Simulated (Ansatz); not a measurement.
`[SiH3]O[SiH2][GeH3]` + CH₃OH → `CO[SiH2]O[SiH3]` + GeH₄  (cleavage of the Si–Ge bond)

Gas-phase electronic energies from Ansatz, PBE0-D4/def2-TZVP geometries. CBS: MP2 limit from def2 TZ/QZ plus the TZ coupled-cluster correction, frozen cores. This one scheme is used for every species. DFT in def2-TZVPP. B3LYP here is the variant with VWN-RPA as its local correlation; programs differ in this. HSE06 is defined as in plane-wave codes. For Ge outer-core shells are correlated without core-valence functions, which leaves a few kJ/mol of doubt a bond. Scalar relativity is left out up to krypton. One conformer a species, not always the lowest.

| level | ΔE (kJ/mol) | difference from CCSD(T)/CBS |
| --- | --- | --- |
| LDA (SPW92) | -95.6 | 8.7 |
| PBE-D4 | -87.1 | 17.2 |
| revPBE-D4 | -88.7 | 15.6 |
| BLYP-D4 | -101.8 | 2.5 |
| r2SCAN-D4 | -103.4 | 0.9 |
| B97M-V | -110.1 | -5.8 |
| B3LYP-D4 | -105.2 | -0.9 |
| r2SCANh-D4 | -103.8 | 0.5 |
| r2SCAN0-D4 | -104.6 | -0.3 |
| HSE06-D4 | -91.8 | 12.5 |
| BHLYP-D4 | -112.2 | -7.9 |
| CAM-B3LYP-D4 | -112.7 | -8.4 |
| ωB97X-V | -105.8 | -1.5 |
| ωB97M-V | -108.3 | -4.0 |
| B2PLYP | -108.7 | -4.4 |
| PBE-QIDH | -102.3 | 2.0 |
| PBE | -86.0 | 18.3 |
| revPBE | -82.3 | 22.0 |
| r2SCAN | -103.0 | 1.3 |
| PBE0 | -91.3 | 13.0 |
| B3LYP | -103.8 | 0.5 |
| r2SCANh | -103.4 | 0.9 |
| r2SCAN0 | -104.1 | 0.2 |
| HSE06 | -91.1 | 13.2 |
| BHLYP | -113.0 | -8.7 |
| CAM-B3LYP | -112.1 | -7.8 |
| LC-ωPBE | -100.1 | 4.2 |
| RPA@PBE/def2-TZVPP | -106.3 | -2.0 |
| HF/def2-SVP | -114.5 | -10.2 |
| MP2/def2-SVP | -111.2 | -6.9 |
| CCSD/def2-SVP | -107.1 | -2.8 |
| HF/def2-TZVPP | -122.7 | -18.4 |
| SCS-MP2/def2-TZVPP | -113.6 | -9.3 |
| CCSD/def2-TZVPP | -107.8 | -3.5 |
| CCSD(T)/def2-TZVPP | -106.6 | -2.3 |
| HF/def2-QZVPP | -124.8 | -20.5 |
| SCS-MP2/def2-QZVPP | -113.3 | -9.0 |
| HF/CBS(def2) | -125.1 | -20.8 |
| MP2/CBS(def2) | -108.8 | -4.5 |
| CCSD/CBS(def2) | -105.5 | -1.2 |
| CCSD(T)/CBS | -104.3 | 0 |

Largest T1 diagnostic among the species: 0.012.

Leaving LDA and LC-ωPBE aside and taking each functional with its dispersion term where it has one, the values spread over 25.7 kJ/mol, from CAM-B3LYP-D4 to PBE-D4. LDA lies −9.6 kJ/mol from PBE without D4. From BLYP to BHLYP (50 % exact exchange), in def2-TZVPP and without D4, ΔE moves by −13.9 kJ/mol. In def2-TZVPP, CCSD(T) changes the Hartree–Fock value by +16.1 kJ/mol (the triples alone add +1.2 kJ/mol) and MP2 by +11.6 kJ/mol.

CCSD(T)/CBS has its own doubt, a few kJ/mol and more with outer-core shells, so smaller differences from it don't rank the levels.
